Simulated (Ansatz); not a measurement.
Gas-phase reaction in SMILES: CC[SiH3] [ethylsilane] -> C[CH][SiH3] + H atom (the C-H bond breaks)

Wanted: bond dissociation energy (electronic), in kcal/mol. Set-up: UHF or UKS for open shells; frozen cores in correlated levels; dispersion terms only where a functional's name holds one; non-relativistic; spin-orbit terms left out; 6-31G* and kin with 6d, 5d where marked. CBS(X,Y): correlation extrapolated as X^-3; Hartree-Fock from the larger set. First-principles rows: single points at B3LYP-D3(BJ) geometries (Ansatz, a program for electronic structure).

| species | coefficient | E at B3LYP/6-31G* (Ansatz), Eh | E at wB97M-V/def2-TZVPD (Ansatz), Eh |
|---|---|---|---|
| CC[SiH3] | -1 | -370.52055 | -370.46507 |
| C[CH][SiH3] | +1 | -369.85830 | -369.80604 |
| H atom | +1 | -0.50027 | -0.49411 |

Coupled cluster (Ansatz) is a level with limits of its own, used here on species with T1 under 0.025 (0.045 for open shells) and stable references: CCSD(T)/CBS(aug-cc-pV(T+d)Z,aug-cc-pV(Q+d)Z). Value to compare with, CCSD(T)/CBS(aug-cc-pV(T+d)Z,aug-cc-pV(Q+d)Z) (Ansatz): 104.2 kcal/mol. 1 Eh = 627.5095 kcal/mol.

Question: Compute it at each level from the table, and compare with CCSD(T)/CBS(aug-cc-pV(T+d)Z,aug-cc-pV(Q+d)Z) (Ansatz).

Answer: 
- B3LYP/6-31G*: the sum of coefficient times E is 0.16198 Eh, or 101.64 kcal/mol. Result: 101.6 kcal/mol. Its difference against CCSD(T)/CBS(aug-cc-pV(T+d)Z,aug-cc-pV(Q+d)Z) (Ansatz) is -2.6 kcal/mol.
- wB97M-V/def2-TZVPD: the sum of coefficient times E is 0.16492 Eh, or 103.49 kcal/mol. Result: 103.5 kcal/mol. Its difference against CCSD(T)/CBS(aug-cc-pV(T+d)Z,aug-cc-pV(Q+d)Z) (Ansatz) is -0.7 kcal/mol.
